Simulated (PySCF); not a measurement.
**Relaxation of quintet H₂OsS**

Computed with PySCF, UPBE0, basis Os def2-TZVP with ECP60, S def2-TZVP, H def2-TZVP (scalar-relativistic core potentials, no spin–orbit coupling, density fitting). A (50,194) grid was used.

A start displaced from a saddle point along its imaginary mode, of Cs symmetry, held to at least that symmetry:

Coordinates in bohr (charge 0 multiplicity 5):
```
Os    0.0000   -0.0027   -0.5570
S     0.0000    0.0018    3.4114
H     3.1995    0.2268   -1.0660
H    -3.1995    0.2268   -1.0660
```

Optimiser trace:
```json
{"step": "0", "E − E(last) (kJ/mol)": "21.15", "largest gradient (Eh/bohr)": "0.00953"}
{"step": "1", "E − E(last) (kJ/mol)": "7.24", "largest gradient (Eh/bohr)": "0.01470"}
{"step": "2", "E − E(last) (kJ/mol)": "3.05", "largest gradient (Eh/bohr)": "0.01112"}
{"step": "3", "E − E(last) (kJ/mol)": "0.94", "largest gradient (Eh/bohr)": "0.00514"}
{"step": "4", "E − E(last) (kJ/mol)": "0.11", "largest gradient (Eh/bohr)": "0.00197"}
{"step": "5", "E − E(last) (kJ/mol)": "0.00", "largest gradient (Eh/bohr)": "0.00024"}
{"step": "6", "E − E(last) (kJ/mol)": "0.00", "largest gradient (Eh/bohr)": "0.00010"}
```

It ends at Cs with Os–H 1.680 Å (×2), Os–S 2.094 Å; H–Os–H 144.0°, H–Os–S 92.4° (×2) (after a last refinement on a finer grid). A frequency run shows 1 imaginary mode, down to 91i cm⁻¹, so it is a saddle point.

With open d or f shells other occupations or spin states may lie lower. At this level a triplet minimum of Cs symmetry lies 138 kJ/mol below this structure. Spin–orbit coupling, left out here, can matter for elements this heavy.
